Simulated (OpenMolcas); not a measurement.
Cr2+.

```json
{
  "Program": "OpenMolcas",
  "Basis": "ANO-RCC-VDZP [5s4p2d1f]",
  "Scalar Hamiltonian": "DKH2, point nucleus",
  "Active space": "4 electrons in 9 orbitals (RAS2 3d 4s; RAS3 4p, at most 2 electrons)",
  "State averaging": "2S+1 = 5 even, 15 roots; 2S+1 = 3 even, 90 roots kept (CI in the orbitals of an earlier block); 2S+1 = 1 even, 85 roots kept (CI in the orbitals of an earlier block, 77 in the spin-orbit step); 2S+1 = 5 odd, 30 roots (21 in the spin-orbit step); 2S+1 = 3 odd, 62 roots kept (CI in the orbitals of an earlier block, 14 in the spin-orbit step); 2S+1 = 1 odd, 28 roots kept (CI in the orbitals of an earlier block, 0 in the spin-orbit step)",
  "Spin-orbit coupling": "RASSI with atomic mean-field integrals over the reference wave functions, term energies averaged over their components"
}
```

Two sets of levels on these reference wave functions, in cm⁻¹ above 3d⁴ ⁵D₀: one from RASSCF and one from MS-RASPT2, IPEA 0.25 Eh, imaginary shift 0.1 Eh (closed shells correlated: 3s 3p).

```json
{"Level": "3d⁴ ⁵D₀", "Set 1": "0.0", "Set 2": "0.0"}
{"Level": "3d⁴ ⁵D₁", "Set 1": "73.7", "Set 2": "75.0"}
{"Level": "3d⁴ ⁵D₂", "Set 1": "218", "Set 2": "221"}
{"Level": "3d⁴ ⁵D₃", "Set 1": "429", "Set 2": "433"}
{"Level": "3d⁴ ⁵D₄", "Set 1": "701", "Set 2": "704"}
{"Level": "3d⁴ ³H₄", "Set 1": "20940", "Set 2": "18610"}
{"Level": "3d⁴ ³H₅", "Set 1": "21090", "Set 2": "18780"}
{"Level": "3d⁴ ³H₆", "Set 1": "21270", "Set 2": "18960"}
{"Level": "3d⁴ ³P₀(1)", "Set 1": "22160", "Set 2": "17190"}
{"Level": "3d⁴ ³P₁(1)", "Set 1": "22600", "Set 2": "17650"}
{"Level": "3d⁴ ³P₂(1)", "Set 1": "23410", "Set 2": "18460"}
{"Level": "3d⁴ ³F₂(1)", "Set 1": "23790", "Set 2": "19400"}
{"Level": "3d⁴ ³F₃(1)", "Set 1": "23850", "Set 2": "19470"}
{"Level": "3d⁴ ³F₄(1)", "Set 1": "23940", "Set 2": "19560"}
{"Level": "3d⁴ ³G₃", "Set 1": "26340", "Set 2": "21870"}
{"Level": "3d⁴ ³G₄", "Set 1": "26520", "Set 2": "22060"}
```

Question: Which set is which?

Answer: Set 2 is MS-RASPT2. Its levels of the other terms of 3d⁴ lie at 0.78 to 0.89 of the other set's values, as expected, since terms of lower spin or lower L gain more correlation energy than the Hund ground term. Against 15 measured levels (Sugar and Corliss, J. Phys. Chem. Ref. Data 6, 317 (1977)) the mean absolute deviation is 740 cm-1 with it and 3700 cm-1 without; single levels miss by up to 1400 cm-1 with it.

CASPT2 breaks the degeneracy within a term, and the mean is taken; among the terms shown or strongly mixed into the levels shown the widest spread is 99 cm-1 (3d⁴ ³H, MS-RASPT2). Over all roots computed the reference weight is 0.90 to 0.95 in MS-RASPT2; the roots of lowest weight are the least certain, and an intruder state may touch them. Some high roots are left out of the spin-orbit mixing, which shifts the levels that they would mix with. Terms from blocks run as CI alone lack orbitals of their own. Without dynamic correlation excited terms often stand tens of per cent too high (terms of higher spin than the ground term too low), and those without a measured partner can miss by more than the paired ones (holds for RASSCF). Blocks of more than 70 roots (2S+1 = 3 even, 1 even) ran without multistate coupling (holds for MS-RASPT2). Measured partners are found by configuration, term and J. A level has none where our copy of the source lacks it or the pairing is in doubt (some pairs that miss far off the trend of their configuration count as doubtful), and it then counts in no deviation. Only configurations of the active space appear. Levels that lie high or do not pair safely by name in every column are left out.

A number in round brackets counts repeated terms of one configuration in the order of the reference energies.
